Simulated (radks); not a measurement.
Results of a calculation; reference values are marked as such.
Question: W19+, configuration [Kr] 4d10 4f9. Code: a radial shooting solver on a logarithmic mesh with Libxc functionals. Model: scalar-relativistic Kohn-Sham, exchange-only LDA, spin-polarised, spherical densities, point nucleus; open shells are filled with parallel spins first (spin-orbit coupling, left out, can overturn this in heavy ions). Some entries of the table are withheld. Estimate them.

orbital,occ.,eigenvalue (Ry),r(max) (bohr),<r^2> (bohr^2)
1s down,1,-5139.332,0.01146,0.0004634
1s up,1,-5139.331,0.01146,0.0004634
2s up,1,-916.4340,0.06571,0.007126
2s down,1,-916.4187,0.06571,0.007126
2p up,3,-806.1859,0.05389,0.005895
2p down,3,-806.1745,0.05389,0.005894
3s up,1,-238.3685,0.1854,0.04625
3s down,1,-238.0572,0.1853,0.04619
3p up,3,-205.7173,0.1835,0.04698
3p down,3,-205.4054,0.1834,0.04690
3d up,5,-168.1004,0.1493,0.03894
3d down,5,-167.8576,0.1492,0.03885
4s up,1,(1),0.4175,(2)
4s down,1,(3),0.4176,(4)
4p up,3,-65.04907,0.4364,0.2462
4p down,3,-64.53588,0.4365,0.2468
4d up,5,-51.18445,0.4432,0.2724
4d down,5,-50.68229,0.4434,0.2735
4f up,7,-35.68584,0.4011,0.2939
4f down,2,-35.16420,0.4020,0.2969

Answer: 
(1) 4s up eigenvalue (Ry): -76.01278
(2) 4s up <r^2> (bohr^2): 0.2201
(3) 4s down eigenvalue (Ry): -75.48278
(4) 4s down <r^2> (bohr^2): 0.2205
